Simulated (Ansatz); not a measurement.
Molecule: sum formula KOH (charge +1, doublet). SMILES of the parent species: [K][OH]
Geometry from a B3LYP-D3(BJ)/def2-TZVP (Ansatz, a first-principles code) optimisation:
```xyz
3

K      0.0000     0.0000    -0.8976
O      0.0000     0.0000     1.7862
H      0.0000     0.0000     2.7639
```
Charge +1, spin multiplicity 2.

**Question.** Give the harmonic wavenumbers at B3LYP-D3(BJ)/def2-TZVP (Ansatz, finite differences of forces, unscaled).

**Answer.** 168, 189, 375, 3681 cm⁻¹. Zero-point energy 6.3 kcal/mol.

**Question.** From these and the geometry, give the ideal-gas thermochemistry at 298.15 K and 1 atm (rigid rotor, harmonic oscillator).

**Answer.** Point group C∞v, rotational symmetry number 1. Rotational constants 5.615, 5.615 GHz. S(trans) 38.00, S(rot) 15.92, S(vib) 5.74, S(elec, spin only) 1.38, S 61.0 cal/(mol K). H(298) - H(0) 3.03 kcal/mol; G - E(el) -8.9 kcal/mol.
